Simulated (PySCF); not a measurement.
CH6SSeSi, SMILES [Se](SC)[SiH3].

Coordinates come from a B3LYP-D3(BJ)/def2-SVP optimisation. This is a generated structure with no PubChem entry under its InChIKey; it may be hypothetical. The values are those of a single conformer.

Calculation: PBE0/def2-TZVP (PySCF).

The molecule is in vacuum.

The total energy is -3130.41930 hartree and the highest occupied level is -6.82 eV. The lowest empty level comes out as -1.48 eV. The orbital gap is 5.33 eV. The dipole moment comes out as 1.64 D and the quadrupole, principal values (traceless, Buckingham form, about the centre of nuclear charge) comes out as -4.41, -1.93, 6.34 D·Å. The mean static polarisability is 87.7 bohr³ (13.00 Å³) and the polarisability, principal values comes out as 72.0, 80.9, 110.3 bohr³.
